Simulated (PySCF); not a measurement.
C4H8F2O2.
SMILES: `COCC(F)(F)OC`

The calculation used TDDFT CAM-B3LYP/def2-SVPD, vertical, gas phase, core orbitals frozen in the response (PySCF 2.14.0, density-fitted response routines). One conformer (not necessarily the lowest) at the GFN2-xTB geometry, without solvent, vibrations or thermal averaging. Torsions of this conformer, `[CH3:1][O:2][CH2:3][C:4]([F:5])([F:6])[O:7][CH3:8]`: C1–O2–C3–C4 -71°, O2–C3–C4–F5 -34°, C3–C4–O7–C8 180°.

Computed singlets with f of 0.002 or more:

```tsv
state	ν̃ (cm⁻¹)	f
S1	60970	0.011
S2	67820	0.032
S3	70160	0.016
S4	70960	0.0045
S5	71090	0.039
S6	72320	0.0036
S7	72710	0.0037
S8	75750	0.015
```

Q: Give A, τ, |μ| and ∫σ dE for each state.

A: A / s⁻¹ = 0.6670 f (ν̃ / cm⁻¹)² and τ = 1/A in vacuum; |μ| follows from f = (2/3) ΔE |μ|² (atomic units, 1 au = 2.5417 D); ∫σ dE = 109.76 f Mb·eV.

```
state  A (s⁻¹)       τ  |μ| (D)  ∫σ dE (Mb·eV)
   S1  2.8×10⁷   35 ns     0.63            1.2
   S2  9.8×10⁷   10 ns     1.00            3.5
   S3  5.3×10⁷   19 ns     0.70            1.8
   S4  1.5×10⁷   67 ns     0.37           0.49
   S5  1.3×10⁸  7.6 ns     1.08            4.3
   S6  1.2×10⁷   80 ns     0.32           0.39
   S7  1.3×10⁷   76 ns     0.33           0.41
   S8  5.8×10⁷   17 ns     0.65            1.7
```

Leading configurations: S1 H→L (54%); S2 H→L+3 (50%); S3 H→L+2 (36%); S4 H-1→L (71%); S5 H→L+4 (47%); S6 H→L+5 (22%); S7 H-2→L (39%); S8 H-1→L+2 (29%) (H = HOMO, L = LUMO).

These lifetimes count emission to the ground state at the vertical energy alone; relaxation of the geometry and all other decay channels are left out.

Q: By what factor does the largest A in the list exceed the smallest?

A: S5 has 11 times the rate of S6.

Q: How much energy does a mole of photons resonant with S5 carry?

A: 8.814 eV × 96.485 = 850 kJ/mol (203 kcal/mol).

Q: Suppose S1 emitted 0.3 eV lower with the same transition dipole. How would A change?

A: At fixed |μ|, A goes as the cube of the energy: (7.26/7.56)³ = 0.89, which makes τ about 40 ns.

Without π bonds the low states are Rydberg-like; a valence basis with one diffuse set may place them up to an eV too high.
